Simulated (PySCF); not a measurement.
Working out the ionisation energy of Xe

Xe [Xe] (1S) → Xe⁺ [Kr] 4d10 5s2 5p5 (2P). All numbers are calculated (PySCF 2.14, no relativity, point nucleus, in dyall-av2z (22s16p12d, 130 functions)). Frozen: [Kr] 4d10; the 62 highest virtual orbitals dropped. Energies in hartree (1 hartree = 27.21139 eV):

```tsv
part	Xe (lower)	Xe⁺ (upper)
UHF	-7232.127661	-7231.700413
CCSD correlation	-0.124711	-0.103993
(T)	-0.002270	-0.001630
```

**Question.** What does Hartree-Fock give?

**Answer.** (-7231.700413) − (-7232.127661) = 0.427248 hartree = 11.626 eV.

**Question.** What do CCSD and CCSD(T) give?

**Answer.** The CCSD correlation energies differ by 0.020718 hartree = 0.564 eV and the triples by 0.000640 hartree = 0.017 eV, so CCSD gives 12.190 eV and CCSD(T) 12.207 eV.

Measured between the centres of the two terms (NIST): 12.565 eV, so CCSD(T) (valence) is off by -0.358 eV.

The calculation is non-relativistic.

A double-zeta basis recovers only part of the correlation energy.

What remains against the reference includes basis incompleteness, the frozen core and higher excitations.
